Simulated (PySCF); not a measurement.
PySCF input (HF/def2-TZVPD):

```python
from pyscf import gto, scf, dft

mol = gto.M(
    atom='''
    N    -0.98707337    0.12204602    0.64401714
    C     0.04891004   -0.01595210   -0.06065348
    O     1.06980571   -0.08380837   -0.55735061
    H    -1.94239235   -0.08814256    0.31460582
    ''',
    basis='def2-tzvpd',
    charge=1,
    spin=1,
    verbose=4,
)

mf = scf.UHF(mol).density_fit(auxbasis='def2-universal-jkfit')
mf.conv_tol = 1e-9
mf.max_cycle = 100
mf.max_memory = 1500
mf.kernel()
if not mf.converged:
    mf = mf.newton()
    mf.kernel(mf.make_rdm1())
for _ in range(2):
    mo, _, stable, _ = mf.stability(return_status=True)
    if stable:
        break
    mf.kernel(mf.make_rdm1(mo, mf.mo_occ))
mf.analyze()
```

Output:

```
PySCF version 2.14.0

[INPUT] verbose = 4
[INPUT] num. atoms = 4
[INPUT] num. electrons = 21
[INPUT] charge = 1
[INPUT] spin (= nelec alpha-beta = 2S) = 1
[INPUT] symmetry False subgroup None
[INPUT] Mole.unit = angstrom
[INPUT] Symbol           X                Y                Z      unit          X                Y                Z       unit  Magmom
[INPUT]  1 N     -0.987073370000   0.122046020000   0.644017140000 AA   -1.865298334151   0.230633552393   1.217016014126 Bohr   0.0
[INPUT]  2 C      0.048910040000  -0.015952100000  -0.060653480000 AA    0.092426580342  -0.030145100112  -0.114618465702 Bohr   0.0
[INPUT]  3 O      1.069805710000  -0.083808370000  -0.557350610000 AA    2.021639798396  -0.158374866246  -1.053240008259 Bohr   0.0
[INPUT]  4 H     -1.942392350000  -0.088142560000   0.314605820000 AA   -3.670589567950  -0.166565298318   0.594518836994 Bohr   0.0

nuclear repulsion = 58.864702734042
number of shells = 45
number of NR pGTOs = 170
number of NR cGTOs = 123
basis = def2-tzvpd
ecp = {}

******** <class 'pyscf.df.df_jk.DFUHF'> ********
method = DFUHF
initial guess = minao
damping factor = 0
level_shift factor = 0
DIIS = <class 'pyscf.scf.diis.CDIIS'>
diis_start_cycle = 1
diis_space = 8
diis_damp = 0
SCF conv_tol = 1e-09
SCF conv_tol_grad = None
SCF max_cycles = 100
direct_scf = False
number electrons alpha = 11  beta = 10
Set gradient conv threshold to 3.16228e-05
******** <class 'pyscf.df.df.DF'> ********
auxbasis = def2-universal-jkfit
init E= -168.320316705922
  alpha nocc = 11  HOMO = -0.317652107488399  LUMO = 0.0423050477971785
  beta  nocc = 10  HOMO = -0.372041604568455  LUMO = -0.317652107488399

WARN: HOMO -0.317652107488399 >= LUMO -0.317652107488399

cycle= 1 E= -167.267191632503  delta_E= 1.05  |g|= 0.593  |ddm|= 1.17
  alpha nocc = 11  HOMO = -0.881887809829451  LUMO = -0.24501527011601
  beta  nocc = 10  HOMO = -0.871006863920094  LUMO = -0.474217685981692
  HOMO = -0.87100686392  LUMO = -0.474217685982  gap/eV = 10.79718
cycle= 2 E= -167.366141873001  delta_E= -0.099  |g|= 0.492  |ddm|= 0.548
  alpha nocc = 11  HOMO = -0.871842790036295  LUMO = -0.17696347522628
  beta  nocc = 10  HOMO = -0.845840653080622  LUMO = -0.375274875632599
  HOMO = -0.845840653081  LUMO = -0.375274875633  gap/eV = 12.80475
cycle= 3 E= -167.452676039352  delta_E= -0.0865  |g|= 0.0936  |ddm|= 0.266
  alpha nocc = 11  HOMO = -0.843815748784387  LUMO = -0.146366105712629
  beta  nocc = 10  HOMO = -0.816363613068344  LUMO = -0.330669235867887
  HOMO = -0.816363613068  LUMO = -0.330669235868  gap/eV = 13.21642
cycle= 4 E= -167.457204928542  delta_E= -0.00453  |g|= 0.0323  |ddm|= 0.0645
  alpha nocc = 11  HOMO = -0.848429807619382  LUMO = -0.146829947717767
  beta  nocc = 10  HOMO = -0.816346930068438  LUMO = -0.322864175572292
[...]
  beta  nocc = 10  HOMO = -0.805822432341589  LUMO = -0.308956863031668
  HOMO = -0.805822432342  LUMO = -0.308956863032  gap/eV = 13.52040
Extra cycle  E= -167.461541050523  delta_E= -7.76e-11  |g|= 5.37e-06  |ddm|= 7.24e-06
converged SCF energy = -167.461541050523  <S^2> = 0.8752683  2S+1 = 2.1215733
uhf_internal: lowest eigs of H = [0.05006342 0.20453123 0.31122215]
<class 'pyscf.df.df_jk.DFUHF'> wavefunction is stable in the internal stability analysis
**** SCF Summaries ****
Total Energy =                        -167.461541050522726
Nuclear Repulsion Energy =              58.864702734042034
One-electron Energy =                 -337.500703734992840
Two-electron Energy =                  111.174459950428087
Two-electron Coulomb Energy =          131.228796077078869
DFT Exchange-Correlation Energy =      -20.054336126650782
HOMO-LUMO gap [eV] =                    13.520400806539339
**** MO energy ****
                             alpha | beta                alpha | beta
MO #1   energy= -21.0140521817495  | -20.9887198900633  occ= 1 | 1
MO #2   energy= -15.9913041418227  | -15.9619252067838  occ= 1 | 1
MO #3   energy= -11.734731325444   | -11.7485347782245  occ= 1 | 1
MO #4   energy= -1.86105429855802  | -1.80806493967356  occ= 1 | 1
MO #5   energy= -1.63265161593058  | -1.53768649867357  occ= 1 | 1
MO #6   energy= -1.14823935008651  | -1.12606940715354  occ= 1 | 1
MO #7   energy= -1.08463878904678  | -1.05477207609962  occ= 1 | 1
MO #8   energy= -1.03567831144107  | -0.976100312176371 occ= 1 | 1
MO #9   energy= -0.994768923170888 | -0.902721987352045 occ= 1 | 1
MO #10  energy= -0.888301805054176 | -0.805822432341589 occ= 1 | 1
MO #11  energy= -0.855953994603009 | -0.308956863031668 occ= 1 | 0
MO #12  energy= -0.144272123773856 | -0.148663695194422 occ= 0 | 0
MO #13  energy= -0.132756057878844 | -0.131759194132318 occ= 0 | 0
MO #14  energy= -0.102366392803553 | -0.0640022559205706 occ= 0 | 0
MO #15  energy= -0.0660739145216219 | -0.0596725782708183 occ= 0 | 0
MO #16  energy= -0.050663141932143 | -0.0469291712283392 occ= 0 | 0
MO #17  energy= -0.0472113134936057 | -0.0172806641698219 occ= 0 | 0
MO #18  energy= -0.0160211568776845 | -0.0159052451981896 occ= 0 | 0
MO #19  energy= 0.00643129648980076 | 0.00941179460923771 occ= 0 | 0
MO #20  energy= 0.0150752845559924 | 0.0183017646996611 occ= 0 | 0
MO #21  energy= 0.0184837765419622 | 0.0279612351427379 occ= 0 | 0
MO #22  energy= 0.0564620296991811 | 0.0569513926655638 occ= 0 | 0
MO #23  energy= 0.0594944723406859 | 0.0792830949702387 occ= 0 | 0
MO #24  energy= 0.0788077727851928 | 0.0802533378895478 occ= 0 | 0
MO #25  energy= 0.139333375526128  | 0.141796325586986  occ= 0 | 0
MO #26  energy= 0.156720520584906  | 0.157718012601721  occ= 0 | 0
MO #27  energy= 0.163651717132286  | 0.160243976478961  occ= 0 | 0
MO #28  energy= 0.196620104021638  | 0.200175333081201  occ= 0 | 0
MO #29  energy= 0.202016667803672  | 0.205814792196754  occ= 0 | 0
MO #30  energy= 0.210409471002535  | 0.212415633672771  occ= 0 | 0
MO #31  energy= 0.222394148550222  | 0.224948449557842  occ= 0 | 0
MO #32  energy= 0.239739477347826  | 0.243604118794501  occ= 0 | 0
MO #33  energy= 0.260066523517123  | 0.269678008486064  occ= 0 | 0
MO #34  energy= 0.302771342006331  | 0.304187369592022  occ= 0 | 0
MO #35  energy= 0.337487663343749  | 0.337972788899599  occ= 0 | 0
MO #36  energy= 0.35485277544165   | 0.370077091216555  occ= 0 | 0
MO #37  energy= 0.381214540035227  | 0.381708058161429  occ= 0 | 0
MO #38  energy= 0.404003242062345  | 0.406198318227499  occ= 0 | 0
MO #39  energy= 0.406927162249862  | 0.41045447485819   occ= 0 | 0
MO #40  energy= 0.421214123863015  | 0.428207848756963  occ= 0 | 0
MO #41  energy= 0.425790790705751  | 0.435846738905397  occ= 0 | 0
MO #42  energy= 0.529735631952766  | 0.535413014789312  occ= 0 | 0
MO #43  energy= 0.540012862694091  | 0.544026421083949  occ= 0 | 0
MO #44  energy= 0.566504679102859  | 0.57638754927558   occ= 0 | 0
MO #45  energy= 0.574284316202256  | 0.598681312404129  occ= 0 | 0
MO #46  energy= 0.594461018938607  | 0.61352045714161   occ= 0 | 0
MO #47  energy= 0.638435068318184  | 0.641258723976652  occ= 0 | 0
MO #48  energy= 0.733731294523759  | 0.733243474661438  occ= 0 | 0
MO #49  energy= 0.753808356523007  | 0.75011498894886   occ= 0 | 0
MO #50  energy= 0.76763767727343   | 0.754434435398944  occ= 0 | 0
MO #51  energy= 0.788676520078426  | 0.804728512970809  occ= 0 | 0
MO #52  energy= 0.798654684866016  | 0.819935514239196  occ= 0 | 0
MO #53  energy= 0.822191365633827  | 0.828034639198757  occ= 0 | 0
MO #54  energy= 0.925596910683399  | 0.942409751643176  occ= 0 | 0
MO #55  energy= 0.990625032745889  | 1.02229057903024   occ= 0 | 0
MO #56  energy= 1.04404158617246   | 1.05231267749048   occ= 0 | 0
MO #57  energy= 1.08701960608643   | 1.09141482604166   occ= 0 | 0
MO #58  energy= 1.18699647551444   | 1.23525196302963   occ= 0 | 0
MO #59  energy= 1.24152386693395   | 1.28213897317937   occ= 0 | 0
MO #60  energy= 1.47594474579822   | 1.47592052165318   occ= 0 | 0
MO #61  energy= 1.51372951035947   | 1.53538786711437   occ= 0 | 0
MO #62  energy= 1.58299340507134   | 1.57255370664926   occ= 0 | 0
MO #63  energy= 1.60082950035632   | 1.60530664022444   occ= 0 | 0
MO #64  energy= 1.63896666952718   | 1.6371085944679    occ= 0 | 0
MO #65  energy= 1.68348288874224   | 1.71509321549801   occ= 0 | 0
MO #66  energy= 1.70086503631698   | 1.72504501251877   occ= 0 | 0
MO #67  energy= 1.72978270098054   | 1.73688539876999   occ= 0 | 0
MO #68  energy= 1.74875000673593   | 1.75586541138149   occ= 0 | 0
MO #69  energy= 1.92435329875313   | 1.94103863794831   occ= 0 | 0
MO #70  energy= 1.98480533602097   | 1.98714579647731   occ= 0 | 0
MO #71  energy= 2.1165664661353    | 2.12552385142675   occ= 0 | 0
MO #72  energy= 2.15035708252386   | 2.19718519319292   occ= 0 | 0
MO #73  energy= 2.2575638021219    | 2.26594349890084   occ= 0 | 0
MO #74  energy= 2.33821103244629   | 2.35282799627449   occ= 0 | 0
MO #75  energy= 2.43735603535158   | 2.44667792638954   occ= 0 | 0
MO #76  energy= 2.4847517556009    | 2.53684359063935   occ= 0 | 0
MO #77  energy= 2.54737969442368   | 2.54939213504214   occ= 0 | 0
MO #78  energy= 2.57065974299937   | 2.56685555409776   occ= 0 | 0
MO #79  energy= 2.66749241630924   | 2.67822402215336   occ= 0 | 0
MO #80  energy= 2.73957483693433   | 2.74398704663508   occ= 0 | 0
MO #81  energy= 2.80182685697978   | 2.81174828341476   occ= 0 | 0
MO #82  energy= 2.89961313635764   | 2.90948046285273   occ= 0 | 0
MO #83  energy= 2.92974407894469   | 2.95096277488824   occ= 0 | 0
MO #84  energy= 2.98732212097886   | 2.99176605968268   occ= 0 | 0
MO #85  energy= 3.04329528894103   | 3.01997991506117   occ= 0 | 0
MO #86  energy= 3.05451403141891   | 3.03254043708945   occ= 0 | 0
MO #87  energy= 3.17352451057886   | 3.20031514317252   occ= 0 | 0
MO #88  energy= 3.1906835833703    | 3.2188638348715    occ= 0 | 0
MO #89  energy= 3.3191422918612    | 3.33381283496752   occ= 0 | 0
MO #90  energy= 3.45279722613235   | 3.46046343195775   occ= 0 | 0
MO #91  energy= 3.48635369413416   | 3.49456174760675   occ= 0 | 0
MO #92  energy= 3.54254803381779   | 3.5525219141259    occ= 0 | 0
MO #93  energy= 3.65035130510108   | 3.66251342774237   occ= 0 | 0
MO #94  energy= 3.79565368898157   | 3.80338495846034   occ= 0 | 0
MO #95  energy= 4.03561298438508   | 4.07848904519856   occ= 0 | 0
MO #96  energy= 4.20720761627794   | 4.23232991011476   occ= 0 | 0
MO #97  energy= 4.34705123125795   | 4.37138645024402   occ= 0 | 0
MO #98  energy= 4.48639746797038   | 4.51445511709979   occ= 0 | 0
MO #99  energy= 4.7245274142966    | 4.74367626099654   occ= 0 | 0
MO #100 energy= 4.72690367623085   | 4.79329665096964   occ= 0 | 0
MO #101 energy= 4.75330911288036   | 4.82661021658745   occ= 0 | 0
MO #102 energy= 5.02360609408366   | 5.07579451144374   occ= 0 | 0
MO #103 energy= 5.16619912944056   | 5.17945274331329   occ= 0 | 0
MO #104 energy= 5.20351764468869   | 5.23383424997773   occ= 0 | 0
[...]
```

The determinant is spin-contaminated: <S^2> is 0.88 against 0.75 for a pure state.
